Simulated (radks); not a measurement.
Values are calculated unless marked as measured or tabulated.
Effect of the nuclear size on the lanthanum ion La+, [Xe] 5d2. Level of theory: Dirac Kohn-Sham, exchange-only LDA, spin-unpolarised, spherical densities, finite nucleus; open shells fill j = l - 1/2 first; Fermi nuclear charge, rms radius 4.855 fm (a radial shooting solver on a logarithmic mesh with Libxc functionals). The rms radius is varied about that value; shifts are against it.

| rms radius (fm) | total energy shift (eV) | density at nucleus (e/bohr^3) | 1s1/2 shift (meV) | 2s1/2 shift (meV) | 4p1/2 shift (meV) | 5s1/2 shift (meV) | 5p1/2 shift (meV) | 6s1/2 (empty) shift (meV) |
|---|---|---|---|---|---|---|---|---|
| 4.2918 | -2.04 | 3.59e+05 | -848 | -103 | 0.278 | -0.819 | 0.047 | -0.105 |
| 4.6802 | -0.654 | 3.528e+05 | -272 | -33.0 | 0.089 | -0.263 | 0.015 | -0.034 |
| 4.855 | 0 | 3.502e+05 | 0.000 | 0.000 | 0.000 | 0.000 | 0.000 | 0.000 |
| 5.2143 | 1.40 | 3.453e+05 | 585 | 70.8 | -0.192 | 0.565 | -0.032 | 0.073 |
| 6.0639 | 5.04 | 3.35e+05 | 2100 | 254 | -0.687 | 2.03 | -0.115 | 0.260 |

Slopes of the eigenvalues against <r^2> in GHz/fm^2, as finite differences over the two radii next to the reference (eigenvalue slopes, not the field-shift constants of lines): 1s1/2 39200, 2s1/2 4750, 4p1/2 -12.9, 5s1/2 37.9, 5p1/2 -2.15, 6s1/2 (empty) 4.87.
